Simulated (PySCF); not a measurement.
# W⁺ (tungsten, charge +1) across methods

[Xe] 4f14 5d3 6s1 6p1, one real determinant (an excited configuration). All numbers are calculated (PySCF 2.14, a scalar-relativistic core potential, in aug-cc-pwCVDZ-PP with ECP60MDF).

| method | E (hartree) | mean ε 5d α (eV) | mean ε 6s α (eV) | mean ε 6p α (eV) | Σ⟨r²⟩ (bohr²) | ⟨S²⟩ |
| --- | --- | --- | --- | --- | --- | --- |
| PBE | -66.8109 | -15.907 | -14.557 | -8.586 | 49.58 | 8.751 |
| M06 | -66.7148 | -16.983 | -15.253 | -9.126 | 49.63 | 8.751 |
| BHandHLYP | -66.6885 | -18.239 | -16.207 | -9.706 | 49.18 | 8.751 |
| PBE0 | -66.7836 | -17.505 | -15.633 | -9.487 | 49.52 | 8.751 |
| UHF | -66.28270 | -21.114 | -18.216 | -11.503 | 49.65 | 8.754 |

Question: Estimate the same row for revPBE.

Answer: E (hartree) = -66.8569; mean ε 5d α (eV) = -15.932; mean ε 6s α (eV) = -14.536; mean ε 6p α (eV) = -8.615; Σ⟨r²⟩ (bohr²) = 49.52; ⟨S²⟩ = 8.751.

⟨L²⟩ = 13.77 against 20 for a pure G term, so this real determinant mixes terms. Energies and moments cover only the electrons outside the core potential. Spin-orbit coupling, absent here, splits the open shell strongly.
